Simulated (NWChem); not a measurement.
Molecule: SiN$_{2}$H$_{4}$F$_{2}$; SMILES F[Si](N)(F)N

```xyz
9

N      1.1949     0.7029     0.9733
Si     0.0000     0.0000    -0.0126
N     -1.1949    -0.7029     0.9733
F     -0.7997     0.9824    -1.0053
F      0.7997    -0.9824    -1.0053
H      2.1223     0.8846     0.6124
H      0.9383     1.3459     1.7105
H     -2.1223    -0.8846     0.6124
H     -0.9383    -1.3459     1.7105
```
Atoms are numbered in this order, from 1.

Results from NWChem. The geometry was optimised at B3LYP/6-31G* (spherical d).

Problem. Among these, which level gives the highest value of “dipole (D)”?
(A) TPSS/cc-pVDZ
(B) TPSS/aug-cc-pVDZ
(C) TPSS/cc-pVTZ

Solution. A, TPSS/cc-pVDZ. Values: TPSS/cc-pVTZ 2.31; TPSS/aug-cc-pVDZ 2.33; TPSS/cc-pVDZ 2.45
